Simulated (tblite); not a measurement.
Task: Give a GFN2-xTB geometry of `O=C[Si@@H]1C[SiH2][SiH2][SiH2]1`.

Result: 
```xyz
17
C2H10OSi4 angstrom
O      1.2457    0.1843   -1.7769
C      1.9912    0.3452   -0.8321
Si     1.2862    0.2400    0.9338
C      0.3477   -1.4227    0.8445
Si    -0.9426   -1.4979   -0.5850
Si    -1.7954    0.6617   -0.7286
Si    -0.4034    1.8441    0.7466
H      3.0499    0.6092   -1.0308
H      2.4312    0.1622    1.8545
H     -0.1674   -1.5902    1.7915
H      1.0475   -2.2508    0.7378
H     -1.9400   -2.4988   -0.1546
H     -0.3242   -2.0715   -1.7791
H     -1.7911    1.2476   -2.0720
H     -3.2112    0.7584   -0.3244
H     -0.9656    2.1555    2.0708
H      0.1346    3.1356    0.2941
```

Any rigid rotation of these coordinates is as good. Atoms count from 1 in this order. Si3 (SiH silicon) has angles from 98.9° to 130.5°. The 3 C–Si bonds span 1.904 Å (C2–Si3, drawn single) to 1.927 Å (C4–Si5, drawn single), a spread of 0.023 Å. The 5-membered ring Si3–C4–Si5–Si6–Si7 has internal angles of 97.7° to 113.4° (sum 522°, against 540° for a flat polygon); it is puckered, 0.24 Å rms from its mean plane, widest ring torsion 47°. Si6 (SiH2 silicon) is distorted tetrahedral (angles from 102.2° to 115.3°).

Bonds between heavy atoms (Å): O1=C2 1.214, C2–Si3 1.904, Si3–C4 1.911, C4–Si5 1.927, Si5–Si6 2.326, Si6–Si7 2.348, Si3–Si7 2.337.

Structure optimised with GFN2-xTB, isolated species.

Point group: C1 (no symmetry element, even within 0.4 Å). Its GFN2-xTB frequencies are all real (lowest 57 cm⁻¹). The numbers are those of one conformer (O1–C2–Si3–C4 51°, C2–Si3–C4–Si5 -55°, Si3–C4–Si5–Si6 -35°, C4–Si5–Si6–Si7 8°, Si5–Si6–Si7–Si3 15°). 3 starts were optimised and ended at 0.00, 0.00 and 2.56 kcal/mol (GFN2-xTB); the lowest of these is shown.

The numbers are calculated, not measured.
